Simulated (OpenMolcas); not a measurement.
Mn3+ with 4 ligands (chloride) in square-planar coordination (D4h) at 2.27 Å. A charge of +0.25 e stands 2.4 Å behind each ligand. Ligand basis ANO-RCC-VDZP.

* Program: OpenMolcas
* Method: CASSCF
* Basis: ANO-RCC-VTZP [6s5p3d2f1g]
* Scalar Hamiltonian: DKH2, point nucleus
* Active space: 4 electrons in 5 orbitals (3d)
* State averaging: 2S+1 = 5 even, 5 roots; 2S+1 = 3 even, 45 roots; 2S+1 = 1 even, 50 roots
* Spin-orbit coupling: RASSI with atomic mean-field integrals over the reference wave functions

What is the spin-free ground state?

A state of multiplicity 5, 1-fold in its orbital part; it has the highest spin that d4 allows.

Where is the first state of the same spin?

A 1-fold state lies at 16200 cm-1 above the ground state.

What are the lowest two levels with spin-orbit coupling?

A 2-fold level with g = 0.00, 0.00, 7.88, then a 2-fold level 8.8 cm-1 above it. Their leading multiplicities are 5 (100 %) and 5 (100 %).

What is χT at 300 K, and how does it compare with the textbook value?

The lowest level has 2S+1 = 5, for which the spin-only value is χT = S(S+1) / 2 = 3.000 cm3 K/mol (g = 2). The computed 2.973 at 300 K differs by -0.027, through a little spin-orbit mixing out of the ground term, against the free-electron g of 2.0023, which raises it.

Without dynamic correlation the repulsion within the d shell is too large (B by tens of per cent), so at a given field states of lower spin stand too high. The least metal-like active orbital is 83 % on the metal (Löwdin) and no ligand orbital is active, so the numbers are rough. Ligand-to-metal charge-transfer states are missing. With no ligand orbital active B as a rule stays too high, so bands that hang on it stand too high and its fall with covalency is understated. With metal d orbitals alone and no dynamic correlation the field as a rule comes out too small, by tens of per cent, by up to half for chloride and softer ligands. No measured value stands beside these numbers; the geometry was imposed, not optimised, and the real ion may take another.

With an even number of electrons the g values are those of a degenerate or nearly degenerate non-Kramers pair.
